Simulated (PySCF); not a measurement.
Isomers C6H6N2:

A. `InChI=1S/C6H6N2/c7-5-6-3-1-2-4-8-6/h1-5,7H/b7-5-`
B. SMILES CCC=C(C#N)C#N
C. `InChI=1S/C6H6N2/c7-5-3-1-2-4-6-8/h1-2H,3-4H2/b2-1+`

Spectrum 1. $^{1}$H NMR (500 MHz, computed): δ 5.89 (m, 2H), 3.02 (d, 4H). $^{13}$C{$^{1}$H} NMR (computed): δ 134.8 (CH), 120.6 (C), 23.0 (CH2).

Spectrum 2. $^{1}$H NMR (500 MHz, computed): δ 7.45 (t, 1H), 2.74 (m, 2H), 1.24 (t, 3H). $^{13}$C{$^{1}$H} NMR (computed): δ 181.5 (CH), 118.5 (C), 116.8 (C), 93.1 (C), 32.3 (CH2), 14.9 (CH3).

Spectrum 3. $^{1}$H NMR (500 MHz, computed): δ 13.37 (br s, 1H), 9.06 (d, 1H), 8.55 (s, 1H), 8.11 (m, 1H), 7.43 (d, 1H), 7.43 (m, 1H). $^{13}$C{$^{1}$H} NMR (computed): δ 168.8 (CH), 155.8 (CH), 153.7 (C), 143.9 (CH), 129.5 (CH), 129.1 (CH).

Level of theory: geometry: GFN2-xTB, GIAO PBE0/pcSseg-1 shieldings, in PySCF 2.14 (one averaged value for each set of equivalent atoms, one computed conformer, non-relativistic, no solvent model).

References, each an isolated molecule treated in the same way: TMS for $^{1}$H, $^{13}$C. Where no couplings were computed, multiplicities follow the n + 1 count of equivalent neighbours, and m marks all less simple cases (inequivalent or close neighbours, rings, F or P nearby). Shifts are as computed. Against solution values, carbons near 30 ppm lie about +3 ppm off and those near 130 ppm about +5 ppm. Of 1211 compounds with measured shifts, 218 miss one by over three times the rms of a fit or turn the order of signals round; such compounds aren't used in these exercises. OH and NH positions are gas-phase values without hydrogen bonding to other molecules.

**Question.** Match each spectrum to its structure.

**Answer.** 1–C, 2–B, 3–A.

- Spectrum 1 (C): 3 $^{13}$C signals; δC 134.8 is an alkene CH; δC 120.6 is a nitrile carbon.
- Spectrum 2 (B): 6 $^{13}$C signals; δC 118.5 is a nitrile carbon; δC 116.8 is a nitrile carbon.
- Spectrum 3 (A): 6 $^{13}$C signals; δC 155.8 is an aromatic CH next to a ring nitrogen; δC 129.5 is an aromatic CH.
